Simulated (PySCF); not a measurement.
C3H13NOSi3.
SMILES with atom numbers: `[CH3:1][O:2][CH2:3][Si@H:4]1[NH:5][SiH2:6][CH2:7][SiH2:8]1`

Probes without a nucleus sit at each ring's centroid and 1 Å off its mean plane on both sides; NICS is minus the shielding there, NICSzz its component along the normal. Level: GIAO PBE0/pcSseg-1 (PySCF, non-relativistic, gas phase) on the GFN2-xTB geometry, one conformer.

Ring bond lengths (Å), with Mayer bond orders in brackets: Si4–N5 1.741 (0.95), N5–Si6 1.736 (0.98), Si6–C7 1.903 (0.90), C7–Si8 1.917 (0.89), Si8–Si4 2.301 (0.95).

Question: Give the NICS values of each ring in ppm.

Answer: 
| ring | type | NICS(0) | NICS(1), two faces | NICS(1)zz, two faces | rms pucker (Å) | centre to ring atoms, mean (Å) |
| --- | --- | --- | --- | --- | --- | --- |
| Si4–N5–Si6–C7–Si8 | 5-membered ring with N and 3 Si; formal bonds all single | -4.9 | -2.9 / -2.9 | -1.0 / -1.3 | 0.01 | 1.63 |

Question: What do they say, and how far can they be read as aromaticity?

Answer: 
- Si4–N5–Si6–C7–Si8: mean NICS(1)zz -1.1 ppm, near zero. Si4, Si6, C7, Si8 have four or more neighbours; no verdict on aromaticity is drawn.

Question: What are the shieldings of the ring atoms and their hydrogens in the same run (means over atoms taken as equivalent)?

Answer: 
```tsv
atoms	environment	σ isotropic (ppm)
Si4	SiH silicon	367.3
N5	nitrogen bridging silicon atoms	240.9
Si6	SiH2 silicon	368.8
C7	sp3 carbon bound to silicon	203.5
Si8	SiH2 silicon	426.7
H on Si4	Si–H hydrogen	26.52
H on N5	N–H hydrogen	32.09
H on Si6	Si–H hydrogen	26.57
H on Si6	Si–H hydrogen	26.61
H on C7	methylene hydrogen	31.47
H on C7	methylene hydrogen	31.51
H on Si8	Si–H hydrogen	27.55
H on Si8	Si–H hydrogen	27.64
```

Hardware: Arm Neoverse N1, one thread, on a shared host. Cost: 81 s wall, 1.0 GiB resident at most. This is the whole shielding run at PBE0/pcSseg-1, SCF included.
